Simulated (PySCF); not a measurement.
GaN, triplet, geometry from GFN2-xTB (such geometries of metal compounds can be far from the true shape); DF-CAMB3LYP/aug-cc-pVTZ run with PySCF.

The PySCF input:
```python
from pyscf import gto, scf, dft
import numpy

mol = gto.M(
    atom='''
Ga   -0.000000   -0.000000   -0.330326
N     0.000000    0.000000    1.462874
''',
    basis='aug-cc-pvtz',
    charge=0,
    spin=2,
    verbose=4,
)
print('smallest overlap eigenvalue', numpy.linalg.eigvalsh(mol.intor('int1e_ovlp'))[0])

mf = dft.UKS(mol)
mf.xc = 'camb3lyp'
mf = mf.density_fit(auxbasis='def2-universal-jkfit')
mf = scf.addons.remove_linear_dep_(mf, threshold=1e-4, lindep=1e-4)
mf.kernel()
mf.analyze()
```

Task: What does PySCF print? Leave out banner, timings and long lists.

Result: 
```
PySCF version 2.14.0

[INPUT] verbose = 4
[INPUT] num. atoms = 2
[INPUT] num. electrons = 38
[INPUT] charge = 0
[INPUT] spin (= nelec alpha-beta = 2S) = 2
[INPUT] symmetry False subgroup None
[INPUT] Mole.unit = angstrom
[INPUT] Symbol           X                Y                Z      unit          X                Y                Z       unit  Magmom
[...]
nuclear repulsion = 64.0371708507919
number of shells = 27
number of NR pGTOs = 185
number of NR cGTOs = 105
basis = aug-cc-pvtz
ecp = {}
input.py:19: DeprecationWarning: remove_linear_dep_ is deprecated and will be removed in a future release. Linear dependency handling is now built into the SCF procedure by default. Linear dependency removal can be controlled using the following settings:
  pyscf.scf.hf.remove_overlap_zero_eigenvalue = True
  pyscf.scf.hf.overlap_zero_eigenvalue_threshold = 1e-6

  mf = scf.addons.remove_linear_dep_(mf, threshold=1e-4, lindep=1e-4)
smallest overlap eigenvalue 0.00038873095696146775
Applying remove_linear_dep_ on SCF object.
Using canonical orthogonalization with threshold 0.0001

******** <class 'pyscf.df.df_jk.DFUKS'> ********
method = DFUKS
initial guess = minao
damping factor = 0
level_shift factor = 0
DIIS = <class 'pyscf.scf.diis.CDIIS'>
diis_start_cycle = 1
diis_space = 8
diis_damp = 0
SCF conv_tol = 1e-09
SCF conv_tol_grad = None
SCF max_cycles = 50
direct_scf = False
number electrons alpha = 20  beta = 18
XC library pyscf.dft.libxc version 7.1.2
    S. Lehtola, C. Steigemann, M. J. T. Oliveira, and M. A. L. Marques,  SoftwareX 7, 1–5 (2018)
XC functionals = camb3lyp
    T. Yanai, D. P. Tew, and N. C. Handy,  Chem. Phys. Lett. 393, 51 (2004)
radial grids:
    Treutler-Ahlrichs [JCP 102, 346 (1995); DOI:10.1063/1.469408] (M4) radial grids

becke partition: Becke, JCP 88, 2547 (1988); DOI:10.1063/1.454033
pruning grids: <function nwchem_prune>
grids dens level: 3
symmetrized grids: False
atomic radii adjust function: <function treutler_atomic_radii_adjust>
small_rho_cutoff = 0
Set gradient conv threshold to 3.16228e-05
tot grids = 34808
******** <class 'pyscf.df.df.DF'> ********
auxbasis = def2-universal-jkfit
Create RSH-DF object <pyscf.df.df.DF object> for omega=0.33
******** <class 'pyscf.df.df.DF'> ********
auxbasis = auxmol.basis = def2-universal-jkfit
init E= -1978.99584371635

cycle= 1 E= -1979.55126955082  delta_E= -0.555  |g|= 0.359  |ddm|=  1.1
cycle= 2 E= -1979.42194834735  delta_E= 0.129  |g|= 0.626  |ddm|= 0.959
cycle= 3 E= -1979.61695378086  delta_E= -0.195  |g|= 0.0906  |ddm|= 0.558
cycle= 4 E= -1979.62042445217  delta_E= -0.00347  |g|= 0.0343  |ddm|= 0.115
cycle= 5 E= -1979.62172373874  delta_E= -0.0013  |g|= 0.00876  |ddm|= 0.0573
cycle= 6 E= -1979.62207227934  delta_E= -0.000349  |g|= 0.00468  |ddm|= 0.0347
cycle= 7 E= -1979.62215973667  delta_E= -8.75e-05  |g|= 0.00191  |ddm|= 0.0195
cycle= 8 E= -1979.62217495703  delta_E= -1.52e-05  |g|= 0.000476  |ddm|= 0.00996
cycle= 9 E= -1979.62217575939  delta_E= -8.02e-07  |g|= 0.00016  |ddm|= 0.00176
cycle= 10 E= -1979.6221758734  delta_E= -1.14e-07  |g|= 7.57e-05  |ddm|= 0.000601
cycle= 11 E= -1979.62217589787  delta_E= -2.45e-08  |g|= 3.04e-05  |ddm|= 0.000322
cycle= 12 E= -1979.62217590101  delta_E= -3.14e-09  |g|= 1.45e-05  |ddm|= 0.000139
cycle= 13 E= -1979.62217590131  delta_E= -3e-10  |g|= 7.86e-06  |ddm|= 4.02e-05
Extra cycle  E= -1979.62217590134  delta_E= -2.32e-11  |g|= 1.09e-05  |ddm|= 1.66e-05
converged SCF energy = -1979.62217590134  <S^2> = 2.0234658  2S+1 = 3.0156033
**** SCF Summaries ****
Total Energy =                       -1979.622175901335595
Nuclear Repulsion Energy =              64.037170850791881
One-electron Energy =                -2885.124322575351471
Two-electron Energy =                  841.464975823223995
Two-electron Coulomb Energy =          923.410066265766545
DFT Exchange-Correlation Energy =      -81.945090442542565
**** MO energy ****
                             alpha | beta                alpha | beta
[...]
[...]
spin_pop of  0 Ga 2px      -0.00000
spin_pop of  0 Ga 2py      -0.00000
spin_pop of  0 Ga 2pz       0.00000
spin_pop of  0 Ga 3px      -0.00000
spin_pop of  0 Ga 3py       0.00000
spin_pop of  0 Ga 3pz       0.00003
spin_pop of  0 Ga 4px      -0.01197
spin_pop of  0 Ga 4py       0.03069
spin_pop of  0 Ga 4pz       0.19421
spin_pop of  0 Ga 5px       0.00035
spin_pop of  0 Ga 5py       0.00045
spin_pop of  0 Ga 5pz       0.00503
spin_pop of  0 Ga 6px       0.00001
spin_pop of  0 Ga 6py       0.00002
spin_pop of  0 Ga 6pz       0.00005
spin_pop of  0 Ga 7px      -0.00000
spin_pop of  0 Ga 7py       0.00000
spin_pop of  0 Ga 7pz       0.00013
spin_pop of  0 Ga 3dxy     -0.00001
spin_pop of  0 Ga 3dyz      0.00016
spin_pop of  0 Ga 3dz^2     0.00113
spin_pop of  0 Ga 3dxz      0.00006
spin_pop of  0 Ga 3dx2-y2   -0.00001
spin_pop of  0 Ga 4dxy      0.00002
spin_pop of  0 Ga 4dyz      0.00076
spin_pop of  0 Ga 4dz^2    -0.00033
spin_pop of  0 Ga 4dxz     -0.00007
spin_pop of  0 Ga 4dx2-y2    0.00001
spin_pop of  0 Ga 5dxy      0.00002
spin_pop of  0 Ga 5dyz      0.00043
spin_pop of  0 Ga 5dz^2    -0.00047
spin_pop of  0 Ga 5dxz     -0.00046
spin_pop of  0 Ga 5dx2-y2    0.00000
spin_pop of  0 Ga 6dxy      0.00000
spin_pop of  0 Ga 6dyz     -0.00006
spin_pop of  0 Ga 6dz^2    -0.00001
spin_pop of  0 Ga 6dxz     -0.00014
spin_pop of  0 Ga 6dx2-y2    0.00000
spin_pop of  0 Ga 4f-3      0.00000
spin_pop of  0 Ga 4f-2      0.00000
spin_pop of  0 Ga 4f-1      0.00011
spin_pop of  0 Ga 4f+0     -0.00001
spin_pop of  0 Ga 4f+1      0.00008
spin_pop of  0 Ga 4f+2      0.00000
spin_pop of  0 Ga 4f+3      0.00000
spin_pop of  0 Ga 5f-3      0.00001
spin_pop of  0 Ga 5f-2      0.00001
spin_pop of  0 Ga 5f-1      0.00019
spin_pop of  0 Ga 5f+0      0.00001
spin_pop of  0 Ga 5f+1      0.00011
spin_pop of  0 Ga 5f+2      0.00000
spin_pop of  0 Ga 5f+3      0.00000
spin_pop of  1 N 1s       -0.00002
spin_pop of  1 N 2s        0.02201
spin_pop of  1 N 3s        0.00093
spin_pop of  1 N 4s        0.00171
spin_pop of  1 N 5s        0.00082
spin_pop of  1 N 2px       0.39182
spin_pop of  1 N 2py       0.58655
spin_pop of  1 N 2pz       0.67980
spin_pop of  1 N 3px      -0.00077
spin_pop of  1 N 3py       0.00049
spin_pop of  1 N 3pz       0.00247
spin_pop of  1 N 4px      -0.00012
spin_pop of  1 N 4py      -0.00003
spin_pop of  1 N 4pz      -0.00017
spin_pop of  1 N 5px       0.00008
spin_pop of  1 N 5py       0.00011
spin_pop of  1 N 5pz       0.00010
spin_pop of  1 N 3dxy      0.00014
spin_pop of  1 N 3dyz      0.00047
spin_pop of  1 N 3dz^2     0.00206
spin_pop of  1 N 3dxz      0.00023
spin_pop of  1 N 3dx2-y2    0.00001
spin_pop of  1 N 4dxy     -0.00000
spin_pop of  1 N 4dyz      0.00004
spin_pop of  1 N 4dz^2     0.00047
spin_pop of  1 N 4dxz      0.00002
spin_pop of  1 N 4dx2-y2    0.00000
spin_pop of  1 N 5dxy     -0.00000
spin_pop of  1 N 5dyz      0.00004
spin_pop of  1 N 5dz^2    -0.00002
spin_pop of  1 N 5dxz     -0.00000
spin_pop of  1 N 5dx2-y2   -0.00000
spin_pop of  1 N 4f-3      0.00007
spin_pop of  1 N 4f-2      0.00004
spin_pop of  1 N 4f-1      0.00009
spin_pop of  1 N 4f+0      0.00042
spin_pop of  1 N 4f+1      0.00009
spin_pop of  1 N 4f+2      0.00000
spin_pop of  1 N 4f+3      0.00007
spin_pop of  1 N 5f-3      0.00000
spin_pop of  1 N 5f-2      0.00000
spin_pop of  1 N 5f-1      0.00001
spin_pop of  1 N 5f+0      0.00008
spin_pop of  1 N 5f+1      0.00001
spin_pop of  1 N 5f+2      0.00000
spin_pop of  1 N 5f+3      0.00000
 ** Mulliken Spin Density (per atom)  **
spin density of  0 Ga =      0.30987
spin density of  1 N =      1.69013
 ** Mulliken pop alpha/beta on meta-lowdin orthogonal AOs **
 ** Mulliken pop       alpha | beta **
In total            20.00000 | 18.00000
 ** Mulliken atomic charges   ( Nelec_alpha | Nelec_beta ) **
charge of  0Ga =      0.34620  (    15.48184     15.17196 )
charge of  1N =     -0.34620  (     4.51816      2.82804 )
Dipole moment(X, Y, Z, Debye):  0.00000,  0.00000, -2.69056
```
